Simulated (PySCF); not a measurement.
**Polarisability and C₆ of Tc (technetium, neutral)**

[Kr] 4d7, high-spin 4F determinant (an excited configuration). All numbers are calculated (PySCF 2.14, scalar relativity through the core potential, in aug-cc-pwCVDZ-PP with ECP28MDF (6s6p5d3f, 70 functions)). Coupled (time-dependent) response in atomic units; α is the mean over directions. A double-zeta set is small for polarisabilities.

```csv
method,mean α (bohr³),"α xx, yy, zz",C₆ (like pair),S(−4)
UHF,40.83,"40.83, 40.83, 40.83",249.5,4199
PBE,57.56,"57.55, 57.55, 57.59",357.5,8773
PBE0,49.38,"49.38, 49.38, 49.38",312.7,5442
MN15,48.63,"48.62, 48.62, 48.66",321.1,4332
B3LYP,51.89,"52.41, 52.41, 50.87",320.0,6742
```

S(−4) is the Cauchy moment in α(ω) = α(0) + S(−4) ω² + …

Spin-orbit coupling is absent.

α(iu) at B3LYP:

| u (hartree) | α(iu) (bohr³) |
| --- | --- |
| 0 | 51.89 |
| 0.0500 | 41.11 |
| 0.100 | 29.39 |
| 0.200 | 18.57 |
| 0.300 | 14.32 |
| 0.500 | 10.37 |
| 0.750 | 7.576 |
| 1.00 | 5.713 |
| 1.50 | 3.504 |
| 2.00 | 2.339 |
| 3.00 | 1.237 |
| 5.00 | 0.5066 |

A single London oscillator, α(iu) = α/(1 + u²/ω²), gives C₆ = (3/4) ω α². Matching the computed C₆ needs ω = 4 × 320.0 / (3 × 51.89²) = 0.158 hartree.

The components differ because the open shell of this determinant is not spherical; for a pure term their mean is the scalar polarisability.

Energies and moments cover only the electrons outside the core potential.
